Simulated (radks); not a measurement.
These are the eigenvalues of the occupied orbitals of an atom or ion with whole-number occupations (hartree). Method: scalar-relativistic Kohn-Sham, r2SCAN, spin-polarised, spherical densities, finite nucleus; meta-GGA in the generalised Kohn-Sham scheme; Fermi nuclear charge, rms radius of each element as measured or else 0.836 A^(1/3) + 0.57 fm; computed with a radial shooting solver on a logarithmic mesh with Libxc functionals.

orbital  eigenvalue
1s down   -217.6909
1s up     -217.6893
2s up     -25.61219
2s down   -25.53845
2p up     -21.59267
2p down   -21.53636
3s up      -3.66002
3s down    -3.46511
3p up      -2.56178
3p down    -2.36682
3d up      -0.89327

Which element is it, and in what charge state? The configuration may be excited. Open shells, if any, are filled with parallel spins first.

Answer. Z = 24, chromium, charge +2: Cr2+ in [Ar] 3d4. The list shows which subshells hold electrons but not how many an open one holds; the 1s level, -217.69 hartree, gives Z - s = 20.9 by -(Z - s)^2/2, which with screening and relativity narrows Z to a few neighbours, and the depths of the outer levels then fix element, charge and occupations together.
